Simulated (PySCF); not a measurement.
**Zr(16+): ionisation energy**

Zr(16+) [Ar] 3d6 [3d3/2^4 3d5/2^2, M_J = 4] → Zr(17+) [Ar] 3d5 [3d3/2^4 3d5/2^1, M_J = 5/2], as a difference of total energies. Computed with PySCF 2.14 in an uncontracted even-tempered set (17 s from 1.5 bohr⁻², ratio 2.8; 12 p from 1.9 bohr⁻², ratio 2.8; 8 d from 1.9 bohr⁻², ratio 2.8; 4 f from 8.2 bohr⁻², ratio 3), with the two-component X2C-1e Hamiltonian. Correlated levels: [Ne] frozen; the 76 highest virtual spinors dropped. "Screened" scales the spin-orbit matrix elements by Boettger's factors to mimic the two-electron term; Breit and QED terms are absent.

```
                    method  ionisation energy (eV)
           GHF (spin-free)                  621.78
          GMP2 (spin-free)                  622.99
 GHF (screened spin-orbit)                  622.91
GMP2 (screened spin-orbit)                  624.12
```

Task: How much does correlation contribute at GMP2 (screened spin-orbit)?

Result: 624.12 − (622.91) = 1.21 eV, measured against GHF (screened spin-orbit).

Breit and QED terms and the two-electron picture change are absent.

The spin-free rows relax to the high-spin LS determinant and lack the spin-orbit shift.

The labels give the starting determinants; with spin-orbit coupling the two ends relaxed to ⟨J²⟩ = 20.01, ⟨L²⟩ = 6.32, ⟨S²⟩ = 5.81 and ⟨J²⟩ = 8.75, ⟨L²⟩ = 0.08, ⟨S²⟩ = 8.57.

For comparison: 622 ± 3 eV (theoretical estimate listed by NIST; NIST Atomic Spectra Database, ionization energies).
